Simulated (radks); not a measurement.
Question: The bromine ion Br12+, 23 electrons, occupied as [Ne] 3s1 3p6 3d6 (not the ground configuration). Calculated with a radial shooting solver on a logarithmic mesh with Libxc functionals: scalar-relativistic Kohn-Sham, LDA (Slater exchange, Perdew-Wang correlation), spin-polarised, spherical densities, finite nucleus; open shells are filled with parallel spins first; Fermi nuclear charge, rms radius 4.1629 fm. Some entries of the table are withheld. Estimate them.

orbital,occ.,eigenvalue (eV),<1/r> (bohr^-1),<r^2> (bohr^2)
1s up,1,-13637.25,35.61,0.002467
1s down,1,-13635.93,35.61,0.002467
2s up,1,-2070.345,7.895,0.04234
2s down,1,-2063.544,7.908,0.04220
2p up,3,-1868.002,7.732,(1)
2p down,3,-1862.567,7.744,(2)
3s up,1,(3),2.764,0.3096
3s down,0,(4),2.746,0.3130
3p up,3,(5),2.646,0.3137
3p down,3,(6),2.626,0.3181
3d up,5,-371.3832,2.454,0.2913
3d down,1,-360.4678,2.436,0.2983

Answer: 
(1) 2p up <r^2> (bohr^2): 0.03343
(2) 2p down <r^2> (bohr^2): 0.03328
(3) 3s up eigenvalue (eV): -541.1919
(4) 3s down eigenvalue (eV): -530.7139
(5) 3p up eigenvalue (eV): -476.2386
(6) 3p down eigenvalue (eV): -465.8405
